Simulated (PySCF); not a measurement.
**A barrier at the coupled-cluster level**

Start structure (CH₉GeN, singlet), relaxed at PBE0-D4/def2-TZVP:

```json
{"atom": "Ge1", "x (Å)": "-1.3594", "y (Å)": "-0.4858", "z (Å)": "0.2566"}
{"atom": "H2", "x (Å)": "-0.8278", "y (Å)": "-1.5470", "z (Å)": "-0.7254"}
{"atom": "H3", "x (Å)": "-2.6631", "y (Å)": "-1.0345", "z (Å)": "0.8753"}
{"atom": "H4", "x (Å)": "-1.7215", "y (Å)": "0.7798", "z (Å)": "-0.5435"}
{"atom": "C5", "x (Å)": "-0.0523", "y (Å)": "-0.0916", "z (Å)": "1.6462"}
{"atom": "H6", "x (Å)": "1.7192", "y (Å)": "-0.3067", "z (Å)": "-1.8893"}
{"atom": "N7", "x (Å)": "1.4308", "y (Å)": "0.5907", "z (Å)": "-1.5191"}
{"atom": "H8", "x (Å)": "-0.4435", "y (Å)": "0.6590", "z (Å)": "2.3342"}
{"atom": "H9", "x (Å)": "0.1873", "y (Å)": "-0.9930", "z (Å)": "2.2118"}
{"atom": "H10", "x (Å)": "0.8489", "y (Å)": "0.2878", "z (Å)": "1.1650"}
{"atom": "H11", "x (Å)": "0.6989", "y (Å)": "0.9397", "z (Å)": "-2.1260"}
{"atom": "H12", "x (Å)": "2.2191", "y (Å)": "1.2199", "z (Å)": "-1.6101"}
```

The step: CH₆Ge ([CH3][GeH3]) + NH₃ → CH₇GeN ([CH3][GeH2][NH2]) + H₂; bonds formed: Ge1–N7, H2–H6; bonds broken: Ge1–H2, H6–N7. PySCF 2.14 with density fitting (its default auxiliary sets; JK sets also for MP2 and CCSD(T)); basis: def2-TZVPP and def2-QZVPP; cores frozen in the correlated methods. Filled d shells of the heavier atoms are correlated. The def2 sets are not built for correlating such inner shells, so the correlated values are less sure here. Extrapolation: Hartree–Fock as exp(−7.88 √X), correlation as X^−2.97. Energies below are by CCSD(T) at an estimated basis limit (MP2 extrapolated from triple and quadruple zeta, plus CCSD(T) − MP2 in triple zeta).

What are the electronic barrier and the energy of the step, from the start structure to the end structure? (An estimate is asked for; the value comes from the calculation.)

By the calculation: Barrier 54.50 kcal/mol; step energy 5.85 kcal/mol (uphill); reverse barrier, their difference, 48.65 kcal/mol. Barrier and step energy count from the start structure, the reverse barrier from the end structure.

The saddle point: One imaginary mode of 1214i cm⁻¹.
| pair | start (Å) | saddle (Å) | end (Å) |
| --- | --- | --- | --- |
| Ge1–N7 | 3.48 | 2.01 | 1.85 |
| H2–H6 | 3.06 | 1.21 | 0.75 |
| Ge1–H2 | 1.54 | 2.08 | 4.07 |
| H6–N7 | 1.01 | 1.17 | 2.65 |

Zero-point energy (harmonic, PBE0-D4): ZPE is 59.80 kcal/mol at the start and 57.34 kcal/mol at the saddle, so the barrier goes from 54.50 to 52.04 kcal/mol.

No T1 diagnostic of these runs exceeds 0.012.

Labels in which every atom is bracketed show which atoms are joined, not bond orders.

For scale, one of the runs: CCSD(T)/def2-TZVPP, 236 basis functions, launched by `OMP_NUM_THREADS=4 python run.py`. The run took 29 min on 4 CPU threads of an Intel Xeon (shared host), with 5.1 GiB of host memory at its peak.
